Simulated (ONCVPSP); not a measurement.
Transferability test, ONCV potential for carbon (C)

carbon, optimised norm-conserving Vanderbilt (ONCV), made with ONCVPSP 4.0.1 (PBEsol, scalar-relativistic). Core [He], reference 2s1.5 2p2.5. Waves: 2s: rc 1.15 bohr, ncon 3, nbas 7, qcut 4.4 1/bohr, local; 2p: rc 2.15 bohr, ncon 3, nbas 6, qcut 8.2 1/bohr, 2 projectors, debl 2.1 Ha; d scattering state at 0.27 Ha: rc 2.15 bohr, ncon 5, nbas 9, qcut 4 1/bohr, 2 projectors, debl 2.2 Ha. Local part: the s channel. Core correction: none.

Energies are relative to the spin-unpolarised reference configuration 2s1.5 2p2.5; without spin polarisation the order of configurations can differ from experiment.

| valence configuration | charge | ΔE all-electron (eV) | error AE − PS (meV) |
| --- | --- | --- | --- |
| 2s2 2p2 | 0 | -4.210 | +0.9 |
| 2s2 2p0 | +2 | 30.597 | +400 |
| 2s1 2p2 | +1 | 15.291 | +0.1 |

What are ΔE and the potential's error for 2s2 2p1?

ΔE = 6.578 eV all-electron; the error (AE − PS) is +64 meV.
